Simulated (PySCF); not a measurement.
Calculations on `F[P+](F)([BH3-])F`, in the order of a workflow; each names the level of the geometry that it ran on. Settings lines and outputs come from a driver script.

Compound: BF3H3P.
Atom-mapped SMILES: `[BH3-:1][P+:2]([F:3])([F:4])[F:5]` (hydrogens: H6, H7, H8 on B1)

Step 1: PBE0-D3(BJ)/def2-SVP geometry optimisation, gas phase (PySCF 2.14.0) (from the GFN2-xTB geometry)
```json
{"job": {"xc": "PBE0", "basis": "def2-SVP", "d3": "d3bj", "grid": 1, "shake": 0.01, "kind": "geom"}, "charge": 0, "multiplicity": 1}
```
```
step   0  E = -666.79023644  max force = 0.033741
step   1  E = -666.79870192  max force = 0.007853
step   2  E = -666.79904686  max force = 0.000934
step   3  E = -666.79907742  max force = 0.000539
...
step   9  E = -666.79917831  max force = 0.000462
step  10  E = -666.79918249  max force = 0.000492
step  11  E = -666.79918513  max force = 0.000660
step  12  E = -666.79918669  max force = 0.000449
optimisation converged
```

Final energy -666.79919 Eh after 12 steps; dipole 1.41 D. Energies in Eh; «max force» is the largest Cartesian gradient component in Eh/bohr.

Step 2: TDDFT PBE0/def2-SVPD, vertical, gas phase, core orbitals frozen in the response (PySCF 2.14.0, density-fitted response routines) (on the PBE0-D3(BJ)/def2-SVP geometry)
```json
{"job": {"kind": "uv", "xc": "PBE0", "basis": "def2-SVPD", "dynamic": true, "nstates": 6, "ntriplets": 0}, "charge": 0, "multiplicity": 1}
```
```
...
Static polarisability (au): isotropic 43.564, principal 40.203 40.216 50.274
Singlet excitations
state   eV       nm        f      main configurations
  1   7.9892    155.2   0.00000   H->L+1 0.52, H-1->L 0.47
  2   8.1486    152.2   0.00277   H->L 0.30, H-1->L+1 0.29, H-1->L 0.18
  3   8.1519    152.1   0.00320   H-1->L 0.31, H->L+1 0.28, H->L 0.18
  4   8.7808    141.2   0.03042   H->L+2 0.94
  5   8.7943    141.0   0.02582   H-1->L+2 0.92
  6   8.8249    140.5   0.09317   H-2->L 0.83
```

HOMO -9.87 eV, LUMO -0.26 eV; lowest singlet 7.99 eV; mean polarisability 43.6 au.

Step 3: core-valence-separated TDA BHandHLYP/aug-pcX-1 H:pcseg-1 P:def2-SVPD, K edges, non-relativistic, gas phase (PySCF 2.14.0, density-fitted response routines) (on the PBE0-D3(BJ)/def2-SVP geometry)
```json
{"job": {"kind": "xas", "xc": "BHandHLYP", "basis": {"default": "aug-pcX-1", "H": "pcseg-1", "P": "def2-SVPD"}}, "charge": 0, "multiplicity": 1}
```
```
...
B K edge
   eV          f      from atoms
  188.574   0.00034   B0
  188.581   0.00032   B0
  189.124   0.03967   B0
  189.976   0.01950   B0
  190.520   0.02342   B0
  190.521   0.02312   B0
  190.771   0.00278   B0
  191.503   0.00778   B0
F K edge
   eV          f      from atoms
  685.976   0.02744   F2
  685.986   0.02721   F4 F3
  685.989   0.02876   F3 F4
  687.212   0.00132   F4 F2 F3
  687.213   0.02049   F2 F4
  687.215   0.01932   F3
  688.277   0.00606   F2
  688.281   0.00667   F4
  688.284   0.01257   F3
  689.037   0.01674   F2
...
```

Lowest B 1s excitation 188.6 eV; lowest F 1s excitation 686.0 eV; the energies are raw, with no shift to experiment and no relativistic term. The log counts atoms from 0, this text from 1.

Task: Which step took the most CPU time, and about what did each take on one thread of an Arm Neoverse V1, no GPU, on a shared host?

Result: Step 1, about 65 % of the total. CPU time by step: 1: 29 s, 2: 9.6 s, 3: 6.0 s.

Geometry of the electronic-property runs (PBE0-D3(BJ)/def2-SVP):
```
atom  x, y, z in Å
B1     1.097   -0.033    0.072
P2    -0.732    0.015   -0.060
F3    -1.420   -0.867   -1.163
F4    -1.407    1.399   -0.367
F5    -1.573   -0.424    1.191
H6     1.322   -1.204    0.312
H7     1.313    0.737    0.989
H8     1.452    0.357   -1.025
```

